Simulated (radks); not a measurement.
Effect of the nuclear size on the dysprosium ion Dy+, [Xe] 4f10 6s1. Calculated with a radial shooting solver on a logarithmic mesh with Libxc functionals: Dirac Kohn-Sham, BLYP, spin-unpolarised, spherical densities, finite nucleus; open shells fill j = l - 1/2 first; Fermi nuclear charge, rms radius 5.2218 fm. The rms radius is varied about that value; shifts are against it.

rms radius (fm),total energy shift (eV),density at nucleus (e/bohr^3),1s1/2 shift (meV),2s1/2 shift (meV),5s1/2 shift (meV),5p1/2 shift (meV),6s1/2 shift (meV),4f7/2 shift (meV),6p1/2 (empty) shift (meV)
4.5221,-6.56,7.701e+05,-2700,-354,-2.77,0.181,-0.237,0.390,0.058
4.9712,-2.43,7.505e+05,-998,-131,-1.03,0.067,-0.088,0.144,0.021
5.2218,0,7.405e+05,0.000,0.000,0.000,0.000,0.000,0.000,0.000
5.5821,3.65,7.272e+05,1500,196,1.54,-0.100,0.132,-0.217,-0.032
5.744,5.34,7.216e+05,2190,288,2.25,-0.147,0.193,-0.317,-0.047

Slopes of the eigenvalues against <r^2> in GHz/fm^2, as finite differences over the two radii next to the reference (eigenvalue slopes, not the field-shift constants of lines): 1s1/2 93600, 2s1/2 12300, 5s1/2 96.2, 5p1/2 -6.28, 6s1/2 8.23, 4f7/2 -13.5, 6p1/2 (empty) -2.01.
